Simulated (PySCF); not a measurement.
# Bond curve of GaB

Set-up: basis Ga aug-cc-pVDZ-PP with ECP10, B aug-cc-pVDZ; scalar-relativistic core potentials; PySCF 2.14. Energies in eV from Ga + B in their ground configurations at the same level. All curves are PBE0. state 1: ³Π (triplet), unpaired electrons σ ↑, π ↑; state 2: ³Σ⁻ (triplet), unpaired electrons π ↑↑, a second solution, started from another occupation; state 3: Ms = 0 determinant of mixed spin (⟨S²⟩ near 1.0), unpaired electrons σ ↓, π ↑, a second solution, started from another occupation; state 4: Ms = 0 determinant of mixed spin (⟨S²⟩ near 1.0), unpaired electrons π ↑↓, a mixture of terms (⟨Lz²⟩ = 2.0), a second solution, started from another occupation.

| R (Å) | state 1 | state 2 | state 3 | state 4 |
| --- | --- | --- | --- | --- |
| 1.937 | -1.473 | -1.836 | -1.299 | -1.591 |
| 2.027 | -1.730 | -1.902 | -1.556 | -1.670 |
| 2.117 | -1.871 | -1.882 | -1.698 | -1.661 |
| 2.184 | -1.921 | -1.829 | -1.748 | -1.614 |
| 2.252 | -1.935 | -1.753 | -1.762 | -1.545 |
| 2.320 | -1.922 | -1.661 | -1.749 | -1.459 |
| 2.410 | -1.871 | -1.523 | -1.698 | -1.328 |
| 2.522 | -1.772 | -1.338 | -1.599 | -1.151 |
| 2.657 | -1.622 | -1.114 | -1.449 | -0.936 |
| 2.837 | -1.398 | -0.830 | -1.226 | -0.662 |

Question: Put a parabola through the three lowest points of the state 1 curve and estimate Re, k and ωe (reduced mass 9.493 u; 1 eV/Å² = 0.16022 mdyn/Å; ωe = 1302.8·√(k/μ) cm⁻¹).

Answer: Through R = 2.184, 2.252, 2.32 Å the second-order coefficient is 2.92 eV/Å², so Re ≈ 2.253 Å, k ≈ 0.936 mdyn/Å and ωe ≈ 409 cm⁻¹. A polynomial fit of higher order to the unrounded PBE0 energies gives Re = 2.249 Å, k = 0.983 mdyn/Å, ωe = 419 cm⁻¹; anharmonicity and rounding make the difference.

The higher-order fit for each curve: state 1: Re = 2.249 Å, ωe = 419 cm⁻¹, De = 1.94 eV; state 2: Re = 2.046 Å, ωe = 524 cm⁻¹, minimum 1.90 eV below the ground-state fragments; state 3: Re = 2.250 Å, ωe = 419 cm⁻¹, minimum 1.76 eV below the ground-state fragments; state 4: Re = 2.059 Å, ωe = 515 cm⁻¹, minimum 1.67 eV below the ground-state fragments.

Spin–orbit coupling is left out. The state is the lowest determinant that a PBE0 search found; another state may lie lower at other levels.
